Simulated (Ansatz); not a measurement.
Calculated with Ansatz (gas phase, PBE0-D4/def2-TZVP geometries, no zero-point term in ΔE). CCSD(T)/CBS adds triple-zeta CCSD(T) − MP2 to the extrapolated MP2 energy (def2 sets, frozen cores). This one scheme is used for every species. Functionals use def2-TZVPP. HSE06 is defined as in plane-wave codes. Elements past krypton have def2 core potentials. For Br, In outer-core shells are correlated without core-valence functions, which leaves a few kJ/mol of doubt a bond. Scalar relativity is left out up to krypton. Each species was taken in one conformer, which may not be the lowest.

Consider the ligand exchange at the In–F bond: `[F][In]([Br])[Br]` + NH₃ → `[NH2][In]([Br])[Br]` + H–F.

(1) Is it downhill or uphill in electronic energy at CCSD(T)/CBS, and by how much? (Best estimate.)

(2) What do these levels give: B97M-V, B2PLYP, r2SCANh, HSE06, MP2/def2-QZVPP, MP2/CBS(def2)? (Estimate.)

Largest T1 diagnostic among the species: 0.012.

## Answers

(1) The calculation gave: Uphill: ΔE = +30.9 kJ/mol.

(2) The calculation gave: B97M-V 52.7, B2PLYP 40.2, r2SCANh 42.0, HSE06 37.6, MP2/def2-QZVPP 25.4, MP2/CBS(def2) 25.1 kJ/mol.

From BLYP to BHLYP (50 % exact exchange), in def2-TZVPP and without D4, ΔE moves by −6.5 kJ/mol. Leaving LDA and LC-ωPBE aside and taking each functional with its dispersion term where it has one, the values, not all of them listed here, spread over 21.1 kJ/mol, from PBE-QIDH to B97M-V. LDA lies −14.3 kJ/mol from PBE without D4. In def2-TZVPP, CCSD(T) changes the Hartree–Fock value by −19.7 kJ/mol (the triples alone add −1.6 kJ/mol) and MP2 by −25.5 kJ/mol.
